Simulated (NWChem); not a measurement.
System meant: CH6O2Si; SMILES C[SiH](O)O

The following NWChem deck was run.

```
start job
memory heap 200 mb stack 900 mb global 1100 mb
geometry units angstroms noautoz
  Si    -0.102369    -0.016913     0.256188
  C     -0.108928    -1.799362    -0.241598
  O     -1.511005     0.651696    -0.328691
  O      1.261025     0.665194    -0.414111
  H     -0.057883     0.194456     1.740132
  H     -0.142570    -1.879353    -1.339181
  H      0.798798    -2.310542     0.112077
  H     -0.988385    -2.318917     0.167079
  H     -1.770157     1.511973     0.010683
  H      1.530530     1.529288    -0.092908
end
basis spherical
  * library def2-svp
end
dft
  odft
  mult 2
  xc b3lyp
  iterations 150
  mulliken
end
task dft energy
```

End of the output:

```
                                 NWChem DFT Module
                                 -----------------

 Summary of "ao basis" -> "ao basis" (spherical)
 ------------------------------------------------------------------------------
       Tag                 Description            Shells   Functions and Types
 ---------------- ------------------------------  ------  ---------------------
 Si                         def2-svp                 8       18   4s3p1d
 C                          def2-svp                 6       14   3s2p1d
 O                          def2-svp                 6       14   3s2p1d
 H                          def2-svp                 3        5   2s1p

 Summary of "ao basis" -> "ao basis" (spherical)
 ------------------------------------------------------------------------------
       Tag                 Description            Shells   Functions and Types
 ---------------- ------------------------------  ------  ---------------------
 Si                         def2-svp                 8       18   4s3p1d
 C                          def2-svp                 6       14   3s2p1d
 O                          def2-svp                 6       14   3s2p1d
 H                          def2-svp                 3        5   2s1p

      Symmetry analysis of basis
      --------------------------

        a'         55
        a"         35

  number of electrons :                   42
  multiplicity        :                    2
 ------------------------------------------------------------------------
  no. of electrons and multiplicity not compatible                  42
 ------------------------------------------------------------------------
 ------------------------------------------------------------------------
  current input line :
    25: task dft energy
 ------------------------------------------------------------------------
 ------------------------------------------------------------------------
 There is an error in the input file
 ------------------------------------------------------------------------
 For more information see the NWChem manual at https://nwchemgit.github.io

0: no. of electrons and multiplicity not compatible:Received an Error in Communication
```

Q: Find the fault in this run and fix the input.

A: The program refused the input. Cause: the multiplicity doesn't fit the number of electrons (an even count wants an odd multiplicity, and the reverse). This input runs:
```
start job
memory heap 200 mb stack 900 mb global 1100 mb
geometry units angstroms noautoz
  Si    -0.102369    -0.016913     0.256188
  C     -0.108928    -1.799362    -0.241598
  O     -1.511005     0.651696    -0.328691
  O      1.261025     0.665194    -0.414111
  H     -0.057883     0.194456     1.740132
  H     -0.142570    -1.879353    -1.339181
  H      0.798798    -2.310542     0.112077
  H     -0.988385    -2.318917     0.167079
  H     -1.770157     1.511973     0.010683
  H      1.530530     1.529288    -0.092908
end
basis spherical
  Si library def2-svp
  C library def2-svp
  O library def2-svp
  H library def2-svp
end
dft
  xc b3lyp
  iterations 150
  mulliken
end
task dft energy
```
It converges to -481.53583 Ha (B3LYP/def2-SVP).
